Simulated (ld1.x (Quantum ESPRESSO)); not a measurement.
## Sc (Z = 21): excitation energies, all-electron against TM

```
Element                 : scandium
Generator               : ld1.x (Quantum ESPRESSO) 7.5
Type                    : norm-conserving Troullier–Martins (Kleinman–Bylander form)
Functional              : LDA (PZ)
Relativity              : scalar-relativistic
Frozen core             : [Ne]
Valence charge          : 11
Reference configuration : 3s2 3p6 3d1 4s2 4p0
Partial waves           : 3s (bound): rc 1.10 bohr; 3p (bound): rc 1.50 bohr; 3d (bound): rc 2.10 bohr
Local potential         : the d channel
Core correction         : none
```

Occupied shells without a wave of their own: 4s. They enter only through the test configuration that unscreens the potential.

Energies are relative to the spin-unpolarised reference configuration 3s2 3p6 3d1 4s2 4p0; without spin polarisation the order of configurations can differ from experiment. Spin-polarised rows fill each open shell by Hund’s rule, majority spin first. The frozen-core shift is the all-electron ΔE with the core orbitals held at their reference shape minus the fully relaxed ΔE.

**Question.** Give the all-electron excitation energy and the error of the potential for: 3s2 3p6 3d1 4s1 4p0; 3s2 3p6 3d1 4s0 4p0; 3s2 3p6 3d0 4s0 4p0; 3s1 3p6 3d1 4s2 4p0; 3s2 3p5 3d1 4s2 4p0; 3s2 3p6 3d1 4s1.5 4p0; 3s2 3p6 3d0 4s2 4p1; 3s2 3p6 3d1 4s2 4p0 (spin-polarised); 3s2 3p6 3d1 4s1 4p0 (spin-polarised).

**Answer.**

```
               valence configuration  charge  ΔE all-electron (eV)  error AE − PS (meV)  frozen-core shift (meV)
                 3s2 3p6 3d1 4s1 4p0      +1                 7.067                 +125                     +0.3
                 3s2 3p6 3d1 4s0 4p0      +2                20.028                 +285                     +0.8
                 3s2 3p6 3d0 4s0 4p0      +3                45.118                 +409                     -1.5
                 3s1 3p6 3d1 4s2 4p0      +1                61.665                  +77                     +6.7
                 3s2 3p5 3d1 4s2 4p0      +1                40.144                  +74                     +8.1
               3s2 3p6 3d1 4s1.5 4p0    +0.5                 2.824                  +56                     +0.2
                 3s2 3p6 3d0 4s2 4p1       0                 3.619                  -37                     -1.8
3s2 3p6 3d1 4s2 4p0 (spin-polarised)       0                -0.151                  +13                     +0.2
3s2 3p6 3d1 4s1 4p0 (spin-polarised)      +1                 6.520                 +134                     +0.5
```

The 4s level has no wave, so the channel is fitted at the deeper level alone: the likely source of the large errors. A variational frozen-core shift is positive and of second order in the change. This column holds negative values, so the frozen-core run of ld1.x carries numerical noise or an error of first order here, and the column gives no more than the rough size of the effect.
